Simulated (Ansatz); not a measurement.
Correlation energies of CH3AgF3OP, SMILES `C[O][Ag-][P+](F)(F)F` by basis set

```tsv
atom	x (Å)	y (Å)	z (Å)
C1	-1.5969	2.0308	-0.1408
O2	-0.6866	1.4456	0.7299
Ag3	0.3577	-0.1844	0.4055
P4	1.5870	-2.0312	0.1224
F5	3.1303	-1.9260	0.2019
F6	1.4497	-2.7585	-1.2370
F7	1.3705	-3.2313	1.0773
H8	-2.0175	2.9343	0.3244
H9	-2.4476	1.3750	-0.3875
H10	-1.1463	2.3457	-1.0960
```

Total charge 0; spin multiplicity 1. Correlated methods include outer-core shells of Ag, which these sets cover unevenly. Ag takes the def2 core potential. Geometry: relaxed with PBE0-D4/def2-TZVP. It is one conformer, not always the lowest. Frozen core, restricted reference, Ansatz 0.2.0.

```csv
basis,HF (Eh),MP2 corr.,CCSD corr.,(T),CCSD(T) total
def2-SVP,-899.21507,-1.36975,-1.37619,-0.03497,-900.62623
def2-TZVPP,-899.92752,-2.02140,-1.99094,-0.06969,-901.98815
def2-QZVPP,-899.96194,-2.22273,–,–,–
```
